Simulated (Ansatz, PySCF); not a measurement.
Reaction (SMILES): CB(S)S [methyl-bis(sulfanyl)borane] -> [CH2-]B(S)S + H+
Structures are relaxed separately at B3LYP-D3(BJ)/def2-TZVP in Ansatz (a program for electronic structure), one conformer each, not searched for the lowest. Frequencies are from Ansatz or PySCF.
Geometry of the first species:
SMILES: SB(C)S
```xyz
9

C     -1.8215    -0.1616    -0.5308
B     -0.3208    -0.0318    -0.0936
S      0.4834     1.5635     0.1837
S      0.6355    -1.5441     0.1401
H     -2.1488    -1.1948    -0.6545
H     -1.9895     0.3597    -1.4776
H     -2.4760     0.3123     0.2063
H     -0.5715     2.3475    -0.0990
H      1.8163    -1.0075     0.4964
```

Wanted: gas-phase deprotonation energy (enthalpy at 298 K, with B3LYP-D3(BJ) rigid-rotor harmonic-oscillator terms), in kcal/mol. Cores are frozen in the correlated levels unless marked. Spin-orbit coupling is left out. No relativistic terms. Anions need diffuse functions: aug- sets have them; def2-D sets add few; the other sets have none. CBS marks a two-point X^-3 extrapolation of the correlation energy; Hartree-Fock from the larger set.

```json
[
 {"level": "HF/6-31G*", "program": "Ansatz", "gas-phase deprotonation energy (kcal/mol)": "379.2", "minus last row": "16.0"},
 {"level": "HF/aug-cc-pV(D+d)Z", "program": "Ansatz", "gas-phase deprotonation energy (kcal/mol)": "370.5", "minus last row": "7.3"},
 {"level": "HF/cc-pV(T+d)Z", "program": "Ansatz", "gas-phase deprotonation energy (kcal/mol)": "374.7", "minus last row": "11.5"},
 {"level": "HF/cc-pV(Q+d)Z", "program": "Ansatz", "gas-phase deprotonation energy (kcal/mol)": "373.0", "minus last row": "9.8"},
 {"level": "r2SCAN-D3(BJ)/def2-TZVPD", "program": "Ansatz + dftd3", "gas-phase deprotonation energy (kcal/mol)": "365.2", "minus last row": "2.0"},
 {"level": "PBE0/def2-SVP", "program": "Ansatz", "gas-phase deprotonation energy (kcal/mol)": "374.4", "minus last row": "11.2"},
 {"level": "PBE0-D3(BJ)/def2-TZVPD", "program": "Ansatz + dftd3", "gas-phase deprotonation energy (kcal/mol)": "365.7", "minus last row": "2.5"},
 {"level": "PBE0/def2-TZVP", "program": "Ansatz", "gas-phase deprotonation energy (kcal/mol)": "367.6", "minus last row": "4.4"},
 {"level": "CAM-B3LYP-D3(BJ)/def2-TZVPD", "program": "Ansatz + dftd3", "gas-phase deprotonation energy (kcal/mol)": "364.3", "minus last row": "1.1"},
 {"level": "LC-wPBE-D3(BJ)/def2-TZVPD", "program": "Ansatz + dftd3", "gas-phase deprotonation energy (kcal/mol)": "368.9", "minus last row": "5.7"},
 {"level": "MP2/6-31G", "program": "Ansatz", "gas-phase deprotonation energy (kcal/mol)": "367.4", "minus last row": "4.2"},
 {"level": "MP2/aug-cc-pV(T+d)Z", "program": "Ansatz", "gas-phase deprotonation energy (kcal/mol)": "361.6", "minus last row": "-1.6"},
 {"level": "MP2/cc-pV(T+d)Z", "program": "Ansatz", "gas-phase deprotonation energy (kcal/mol)": "366.7", "minus last row": "3.5"},
 {"level": "CCSD/cc-pVTZ", "program": "Ansatz", "gas-phase deprotonation energy (kcal/mol)": "370.2", "minus last row": "7.0"},
 {"level": "CCSD(T)/CBS(aug-cc-pV(T+d)Z,aug-cc-pV(Q+d)Z)", "program": "Ansatz", "gas-phase deprotonation energy (kcal/mol)": "363.2", "minus last row": "0.0"}
]
```
